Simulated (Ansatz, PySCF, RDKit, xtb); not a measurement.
SiH4 (SMILES [SiH4]) and PH3 (SMILES P) are pulled apart as rigid monomers along the line of their centres of mass, from the B3LYP-D3(BJ)/def2-TZVP minimum. Starting geometry (charge 0, multiplicity 1):
```tsv
atom	x (Å)	y (Å)	z (Å)
Si	-0.2272	-0.0171	0.0045
H	-0.5467	1.3454	0.4845
H	-1.1557	-0.9899	0.6214
H	1.1644	-0.3583	0.3739
H	-0.3711	-0.0660	-1.4688
P	0.1683	0.1178	4.0995
H	0.8747	0.9822	3.2247
H	0.4624	-1.0372	3.3307
H	-1.0728	0.3370	3.4493
```

Interaction energies with rigid monomers; basis-set methods are counterpoise corrected unless marked otherwise.

Frozen-core correlation. Rows in 6-31G* carry no dispersion term and start afresh at each structure (6-31G* with six Cartesian d functions). MP2/6-31G* freezes PySCF's default core.

Programs: Ansatz (Gaussian orbitals); PySCF for 6-31G* rows; RDKit for the force fields; xtb for the GFN methods. 

```csv
Si1···P6 (Å),UFF (meV),GFN2-xTB (meV),B3LYP/def2-TZVPPD (meV),MP2/6-31G* (meV),SCS-MP2/aug-cc-pV(D+d)Z (meV)
3.70,[?],-29.0,107.4,118.6,55.1
4.12,-55.8,-62.7,31.2,21.8,-12.7
4.73,-33.8,-42.5,8.4,-4.3,-18.7
5.76,-11.4,-15.0,2.9,[?],-6.8
7.41,-2.5,-3.1,0.2,-0.5,-1.3
```

### Question
Some entries are withheld; supply them.

### Answer

- 3.70, UFF (meV): -27.4
- 5.76, MP2/6-31G* (meV): -2.8

Ansatz is a quantum-chemistry and plane-wave program.
